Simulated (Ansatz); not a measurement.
Be2H2Br2⁻, that is (HBe-mu-Br)2 with one electron more. The state is a doublet with charge -1. Geometry B3LYP-D4/def2-TZVP, that of the neutral singlet; atoms count from 1.

```xyz
6

Be    1.215    0.618   -0.216
H     2.377    1.220   -0.435
Br    0.435   -1.228   -1.066
Be   -1.214   -0.620    0.218
H    -2.387   -1.208    0.417
Br   -0.427    1.217    1.082
```

The highest occupied level of the charge -1 doublet lies above zero (up to 1.72 eV). By energy differences it is unbound by 0.37 eV (vertical, against the charge 0 singlet, at PBE0-D4/def2-TZVPD) and held by the finite basis.

(1) Estimate the Mulliken populations from the PBE0/def2-TZVPD orbitals of Ansatz.

(2) Where does the spin sit?

(3) And the Mayer bond orders between heavy atoms (over 0.3)?

## Answers

(1) 
```
atom  charge (e)  spin (α − β)
 Be1       -0.43          0.50
  H2        0.09          0.01
 Br3       -0.16          0.00
 Be4       -0.43          0.50
  H5        0.09          0.01
 Br6       -0.16          0.00
```
Mulliken values depend strongly on the basis. With diffuse functions, as here, like atoms can get unlike values, and bond orders can come out too low or too high.

(2) Summed by element: Be 0.99, H 0.01, Br 0.00, of 1 unpaired in all. Largest on single atoms: Be1 0.50, Be4 0.50, H2 0.01.

(3) Be1–Br3 0.77 (2.18 Å); Be1–Be4 0.37 (2.76 Å); Be1–Br6 0.77 (2.18 Å); Br3–Be4 0.77 (2.18 Å); Be4–Br6 0.77 (2.18 Å).
